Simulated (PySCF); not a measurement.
Spectra and structures to be paired. Computed, not measured: TDDFT CAM-B3LYP/def2-SVPD, vertical, gas phase, core orbitals frozen in the response in PySCF 2.14.0, density-fitted response routines. Geometries: GFN2-xTB; one conformer of each isolated species. Triplets are in the Tamm–Dancoff approximation. Ions are computed without counter-ions or solvent.

A. `[SiH2]1[SiH2][SiH2][SiH2]1`
B. `FC(F)(F)CCC#P`
C. `[Si+]Cl` [singlet]

Lowest singlet levels (six at most, fewer where fewer were computed) with oscillator strengths:

1. 4.29 eV (f 0.000); 4.65 eV (f 0.000); 4.66 eV (f 0.000); 7.17 eV (f 0.035); 7.23 eV (f 0.065); 7.44 eV (f 0.039); T1 3.31 eV
2. 4.75 eV (f 0.000); 5.42 eV (f 0.000 summed over 2 states); 6.23 eV (f 0.000); 6.35 eV (f 0.000); 6.50 eV (f 0.494 summed over 2 states) [of 8 roots; the last level is left out, as the window may have cut its degenerate partner]; T1 4.49 eV
3. 5.64 eV (f 0.133 summed over 2 states); 6.13 eV (f 0.000); 6.31 eV (f 0.000 summed over 2 states); 7.76 eV (f 0.081); 10.27 eV (f 0.013 summed over 2 states); T1 3.76 eV

Problem. Which spectrum belongs to which structure?

Solution. 1 = B, 2 = A, 3 = C.
- A: S1 at 4.75 eV, HOMO→LUMO (99%); Löwdin shares by element: HOMO silicon 86%; LUMO silicon 76% (atoms not listed hold the other 24%); HOMO -8.79 and LUMO -0.48 eV; point group D4h, 5 of its 7 listed states under f = 0.0005.
- B: S1 at 4.29 eV, HOMO→LUMO (64%), HOMO-1→LUMO+1 (35%); Löwdin shares by element: HOMO carbon 53% or more, phosphorus 42%; LUMO phosphorus 53%, carbon 40% or more; HOMO -9.05 and LUMO -0.19 eV; point group Cs, 3 of its 6 listed states under f = 0.0005.
- C: S1 at 5.64 eV, HOMO→LUMO/LUMO+1 (98%); Löwdin shares by element: HOMO silicon 68%, chlorine 32%; LUMO (one of a set within 0.03 eV) silicon 77%, chlorine 23%; HOMO -17.56 and LUMO -8.40 eV; point group C∞v, 3 of its 8 listed states under f = 0.0005.

A slash joins orbitals within 0.01 eV of each other, whose weights are summed (≥ marks a lower bound).
